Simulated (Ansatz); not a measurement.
`O/C=C/[SiH2][SiH3]` and `B[SiH2]/C=C/O` differ in one atom or group.

Ansatz, PBE0-D4/def2-TZVP geometries, multiplicity 1. Each molecule was computed in one conformer, which needn't be the lowest.

| property | `O/C=C/[SiH2][SiH3]` |
| --- | --- |
| LUMO energy (ωB97M-V/def2-TZVPP) / eV | 1.84 |
| size of the dipole moment (ωB97M-V/def2-TZVPP) / D | 2.47 |
| size of the dipole moment (B3LYP/def2-TZVPP) / D | 2.45 |
| HOMO–LUMO gap (PBE0/def2-TZVPP) / eV | 6.75 |
| HOMO energy (PBE0/def2-TZVPP) / eV | -6.84 |
| HOMO energy (ωB97M-V/def2-TZVPP) / eV | -8.96 |

Task: What does the change do to each property? (Best estimate.)

Result: Ansatz gave: 
```tsv
property	`B[SiH2]/C=C/O`	shift
LUMO energy (ωB97M-V/def2-TZVPP) / eV	1.40	-0.44
size of the dipole moment (ωB97M-V/def2-TZVPP) / D	2.70	0.23
size of the dipole moment (B3LYP/def2-TZVPP) / D	2.63	0.18
HOMO–LUMO gap (PBE0/def2-TZVPP) / eV	6.10	-0.65
HOMO energy (PBE0/def2-TZVPP) / eV	-6.60	0.24
HOMO energy (ωB97M-V/def2-TZVPP) / eV	-8.61	0.35
```

With PBE0 the HOMO rises by 0.24 eV and the LUMO falls by 0.41 eV, so the gap narrows by about 0.65 eV. PBE moves the HOMO by 0.12 eV and ωB97M-V by 0.35 eV. Dipoles are sizes alone; their direction can turn.

B3LYP here is the variant with VWN-RPA as its local correlation; programs differ in this.
